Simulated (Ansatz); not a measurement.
Harmonic frequencies (cm⁻¹) at PBE0-D4/def2-TZVP from Ansatz: 110, 206, 303, 473, 508, 590, 665, 2024, 2317.

(1) Which molecule is it?
A. `N#[C][AlH][Cl]`
B. `[F][Al]([SH])[Cl]`
C. `[AlH2][SH]`
D. `C#[C][AlH2]`

Results:

(1) A.
